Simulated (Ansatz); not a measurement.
```yaml
crystal:
  periodic: [false, false, false]
  atoms:
    - {symbol: C, position_ang: [-1.886545, -0.125363, 0.945205]}
    - {symbol: Si, position_ang: [0.152266, 0.079456, 0.548040]}
    - {symbol: C, position_ang: [1.399073, -0.741986, 0.920198]}
    - {symbol: Al, position_ang: [0.459904, 1.183911, -1.985085]}
    - {symbol: O, position_ang: [-0.838378, 0.799349, -2.873733]}
    - {symbol: H, position_ang: [-2.179922, -0.644662, 0.401318]}
    - {symbol: H, position_ang: [-2.188521, 0.749723, 0.606884]}
    - {symbol: H, position_ang: [-2.063464, -0.121367, 2.055643]}
    - {symbol: H, position_ang: [0.482977, 1.299819, 1.411378]}
    - {symbol: H, position_ang: [1.129013, -1.067895, 2.193061]}
    - {symbol: H, position_ang: [2.289655, -1.115785, 1.205435]}
    - {symbol: H, position_ang: [0.758120, -2.008918, 0.765193]}
    - {symbol: H, position_ang: [1.674271, 1.172848, -2.674398]}
    - {symbol: H, position_ang: [-0.827692, 1.197240, -3.793313]}
basis:
  gaussian: {orbitals: LANL2DZ}
total_charge: -1
magnetization: {spin_polarized: true, initial_magnetization: 1}
hamiltonian: {xc: {name: CAM-B3LYP}}
```

```sh
$ ansatz run in.yaml --threads 4 --pin off --events-out ev --progress --plain --max-ram 10444MiB
```

Task: How does Ansatz answer? (Best estimate.)

Result: The calculation gave: The input was rejected before any iteration.
```
Error: <dir> can't be read: No such file or directory (os error 2)
```
